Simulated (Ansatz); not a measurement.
Z-matrix (Å, degrees):
```
C
In 1 2.175
H 1 1.092 2 111.4
H 1 1.093 2 109.7 3 -119.2
H 1 1.092 2 111.4 3 121.7
C 2 2.175 1 119.3 3 -159.4
C 2 2.175 1 119.2 3 37.8
P 2 2.874 1 95.0 3 -60.8
H 6 1.092 2 111.4 1 159.5
H 6 1.092 2 111.4 1 37.8
H 6 1.093 2 109.7 1 -81.4
H 7 1.092 2 111.4 1 -159.4
H 7 1.093 2 109.7 1 81.4
H 7 1.092 2 111.4 1 -37.8
H 8 1.413 2 120.4 1 59.7
H 8 1.413 2 120.5 1 179.6
H 8 1.413 2 120.5 1 -60.3
```

Total charge 0; spin multiplicity 1. In: def2 effective core potential.

List the PBE0/def2-TZVPP orbital energies in eV (Ansatz). (Best estimate.)

Computed: Occupied: -2101.92, -277.09, -277.09, -277.09, -180.77, -130.03, -130.03, -129.94, -126.84, -83.34, -83.03, -83.03, -20.19, -20.00, -20.00, -19.82, -19.82, -19.03, -18.26, -17.92, -17.92, -11.81, -11.81, -10.83, -10.52, -10.52, -10.49, -10.34, -10.34, -10.33, -8.26, -6.63, -6.63. Lowest empty: -0.02, -0.02, 0.15, 0.44, 1.13, 1.13, 1.45, 2.42.
